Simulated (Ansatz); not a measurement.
## Multireference treatment of Li (charge -1), singlet

Program: Ansatz, Gaussian basis, development build. Basis aug-cc-pVDZ, nonrelativistic, 1 orbital frozen in the corrections. State-specific CASSCF; RHF is the lowest restricted (open-shell) Hartree–Fock solution met. No symmetry is imposed, so a solution can break that of the shape. Lower solutions, or ones in other orbitals, may exist.

System: a free atom or ion.

**Question.** What do CASSCF and its corrections give against RHF in CAS(2,4), and what are the occupations?

**Answer.** CASSCF -0.657 eV, SC-NEVPT2 -0.681 eV; occupations 1.74, 0.09, 0.09, 0.09.
